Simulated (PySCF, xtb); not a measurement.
C₃HF₄, SMILES [C](/F)=C\C(F)(F)F, multiplicity 2.

Harmonic wavenumbers (cm⁻¹) from GFN2-xTB in xtb at its own minimum, in rising order: 36, 148, 215, 342, 367, 375, 491, 497, 614, 703, 835, 1043, 1044, 1140, 1161, 1241, 1795, 2893.

Question: What does PBE-D3(BJ)/def2-SVP (PySCF) give at its own minimum? (The exact figures need the calculation; the answer reports its results.)

Answer: 75, 163, 222, 378, 391, 400, 540, 556, 673, 743, 860, 1092, 1141, 1161, 1234, 1319, 1732, 3082. Paired by order, the mean absolute difference is 53 cm⁻¹ and the zero-point energies are 21.4 and 22.5 kcal/mol.
